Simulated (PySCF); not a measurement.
C2H7BFNO, SMILES CCNB(O)F.

The structure is a stationary point at PBE-D3(BJ)/def2-SVP. The structure was generated by enumeration, and PubChem lists no compound with its InChIKey, so it may never have been made. The values are those of a single conformer.

Two levels are set side by side: PBE/def2-TZVP (PySCF) and ωB97X/def2-TZVP (PySCF). Same geometry, gas phase. Differences are taken from unrounded values.

```csv
quantity,PBE
orbital gap (eV),5.84
highest occupied level (eV),-5.84
lowest empty level (eV),0.00
dipole moment (D),0.73
mean polarisability (bohr³),53.6
```

Q: These are the PBE values. What does ωB97X give? (An estimate is asked for; the answer gives what the named calculation found.)

A: 
```tsv
quantity	ωB97X	PBE minus ωB97X
orbital gap (eV)	12.48	-6.64
highest occupied level (eV)	-9.67	3.83
lowest empty level (eV)	2.80	-2.81
dipole moment (D)	0.71	0.02
mean polarisability (bohr³)	50.5	3.1
```

Without exact exchange PBE keeps part of each electron's self-repulsion, which lifts occupied levels and narrows the gap. Loosely held outer electrons make PBE densities more polarisable. Differences between two approximate levels are no errors against the true value.

Rough cost on one machine, each run with all the roots and properties that it gave: ωB97X against PBE within a factor of 2.
